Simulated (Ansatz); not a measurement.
C₂H₇ClSSi, SMILES `C[Si](C)(S)Cl`. Charge 0, multiplicity 1.

Cartesian coordinates in Å:
```
C -0.0106 -0.4573 1.6846
Si 0.2613 -0.3425 -0.1475
C -0.9464 0.7697 -1.0162
S 2.2718 0.3273 -0.4085
Cl 0.0278 -2.2312 -0.9639
H 0.7133 -1.1342 2.1424
H -1.0132 -0.8381 1.8921
H 0.0907 0.5268 2.1490
H -0.7458 0.8001 -2.0891
H -1.9669 0.4065 -0.8720
H -0.8737 1.7862 -0.6226
H 2.1917 0.3868 -1.7484
```

(1) List the harmonic frequencies (cm⁻¹, unscaled) at PBE0-D4/def2-TZVP in Ansatz. (An estimate is asked.)

(2) Is this a minimum?

(3) Give the ideal-gas thermochemistry at 298.15 K and 1 bar (rigid rotor, harmonic oscillator; point group C1, symmetry number 1).

Answers

(1) Computed: 131, 148, 162, 170, 209, 215, 221, 222, 453, 536, 678, 692, 708, 773, 819, 845, 858, 1276, 1281, 1438, 1440, 1446, 1453, 2711, 3052, 3055, 3140, 3141, 3145, 3148.

(2) Yes, all 30 modes are real.

(3) Zero-point energy 224.7 kJ/mol; H(298) − E = 249.9 kJ/mol; entropy 378.2 J/(mol·K), of which translation 169.2, rotation 118.0, vibration 90.9; G(298) − E = 137.2 kJ/mol.
